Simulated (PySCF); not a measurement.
A calculated (M06-L, PySCF 2.14, pcseg-2, the non-relativistic Hamiltonian (point nucleus)) atom or ion has these occupied shells.

```tsv
shell	electrons	orbital energy (eV)	rms radius, mean of both spins (bohr)
1s α	1	-105.61	0.696
```

Task: Name the element and its charge.

Result: Li²⁺ (lithium, charge +2), in 1s1, 2S determinant.
